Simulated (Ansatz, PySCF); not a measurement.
This Ansatz (a first-principles code) input computes a PBE0/def2-TZVPD energy:

Ansatz 0.2 input:
```yaml
crystal:
  periodic: [false, false, false]
  atoms:
    - {symbol: B, position_ang: [-0.00000000, -0.00000000, 0.00000000]}
    - {symbol: Br, position_ang: [1.65605507, -0.92445218, 0.20184112]}
    - {symbol: Br, position_ang: [-1.51005327, -0.89927593, -0.74088594]}
    - {symbol: Br, position_ang: [-0.14600180, 1.82372811, 0.53904483]}
basis:
  gaussian:
    orbitals: def2-TZVPD
hamiltonian:
  xc: {name: PBE0}
output: {forces: true}
```

Problem. Write an input for the same energy in PySCF and say what it gives.

Solution. 
```python
from pyscf import gto, scf, dft

mol = gto.M(
    atom='''
    B    -0.00000000   -0.00000000    0.00000000
    Br    1.65605507   -0.92445218    0.20184112
    Br   -1.51005327   -0.89927593   -0.74088594
    Br   -0.14600180    1.82372811    0.53904483
    ''',
    basis='def2-tzvpd',
    charge=0,
    spin=0,
    verbose=4,
)

mf = dft.RKS(mol, xc='pbe0').density_fit(auxbasis='def2-universal-jkfit')
mf.grids.level = 3
mf.conv_tol = 1e-9
mf.max_cycle = 100
mf.max_memory = 1500
mf.kernel()
if not mf.converged:
    mf = mf.newton()
    mf.kernel(mf.make_rdm1())
mf.analyze()
```
It gives -7746.50456 Eh, and Ansatz -7746.50450 Eh, a difference of 0.06 mEh, from the treatment of integrals and grids.
